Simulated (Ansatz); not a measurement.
Computed with Ansatz on PBE0-D4/def2-TZVP structures; ΔE is electronic, products minus reactants. CCSD(T)/CBS is the MP2 limit (def2-TZVPP, def2-QZVPP) plus CCSD(T) − MP2 in def2-TZVPP, frozen cores. This one scheme is used for every species. DFT in def2-TZVPP. B3LYP here is the variant with VWN-RPA as its local correlation; programs differ in this. Each species was taken in one conformer, which may not be the lowest.

`N[Si@H](Cl)O[Si@@H](N)O` + `BO` → `N[SiH](O)BO` + `N[SiH](O)Cl`  (formal exchange of groups at the Si–O bond)

`N[Si@H](Cl)O[Si@@H](N)O`:

Cartesian coordinates in Å:
```
N 1.414 -0.846 -1.432
Si 0.168 -1.377 -0.402
O 0.528 -2.835 0.240
O 0.034 -0.231 0.764
Si -0.264 1.330 1.052
N -1.816 1.740 0.509
Cl 1.028 2.547 -0.003
H 1.684 -1.367 -2.250
H 1.609 0.138 -1.529
H -1.160 -1.592 -1.014
H 1.415 -2.935 0.593
H 0.036 1.564 2.477
H -2.621 1.182 0.742
H -2.057 2.682 0.254
```

`BO`:

Z-matrix (Å, degrees):
```
B
O 1 1.348
H 1 1.196 2 116.8
H 1 1.202 2 120.7 3 -180.0
H 2 0.961 1 113.5 3 180.0
```

`N[SiH](O)BO`:

```xyz
11

N    -0.744   -1.415   -0.923
Si    0.528   -0.651   -0.059
O     1.725    0.062   -0.961
B    -0.326    0.751    1.135
O    -0.336    2.025    0.666
H    -0.599   -2.301   -1.381
H    -1.459   -0.881   -1.389
H     1.225   -1.750    0.655
H     1.568    0.975   -1.209
H    -0.825    0.529    2.210
H    -0.758    2.655    1.257
```

`N[SiH](O)Cl`:

Z-matrix (Å, degrees):
```
Si
O 1 1.631
Cl 1 2.058 2 112.6
N 1 1.700 2 111.2 3 116.8
H 1 1.474 2 103.8 3 -116.0
H 2 0.960 1 116.7 3 -67.6
H 4 1.006 1 120.7 2 -147.4
H 4 1.007 1 121.4 2 60.6
```

| level | ΔE (kJ/mol) | difference from CCSD(T)/CBS |
| --- | --- | --- |
| r2SCAN-D4 | 167.8 | -2.4 |
| PBE0-D4 | 157.4 | -12.8 |
| B3LYP-D4 | 171.7 | 1.5 |
| ωB97X-V | 165.6 | -4.6 |
| ωB97M-V | 170.9 | 0.7 |
| PBE0 | 152.0 | -18.2 |
| B3LYP | 162.9 | -7.3 |
| HF/def2-TZVPP | 190.8 | 20.6 |
| MP2/def2-TZVPP | 175.7 | 5.5 |
| SCS-MP2/def2-TZVPP | 176.3 | 6.1 |
| CCSD(T)/def2-TZVPP | 169.3 | -0.9 |
| HF/def2-QZVPP | 193.5 | 23.3 |
| SCS-MP2/def2-QZVPP | 177.6 | 7.4 |
| HF/CBS(def2) | 193.9 | 23.7 |
| MP2/CBS(def2) | 176.6 | 6.4 |
| CCSD/CBS(def2) | 172.9 | 2.7 |
| CCSD(T)/CBS | 170.2 | 0 |

Largest T1 diagnostic among the species: 0.014.

From PBE to PBE0 (25 % exact exchange), in def2-TZVPP and without D4, ΔE moves by +11.7 kJ/mol. The D4 term adds +8.8 kJ/mol with B3LYP and +5.4 kJ/mol with PBE0; it sums over pairs of atoms, weighted by their polarisabilities, and B3LYP, whose exchange is more repulsive, gets the larger term.
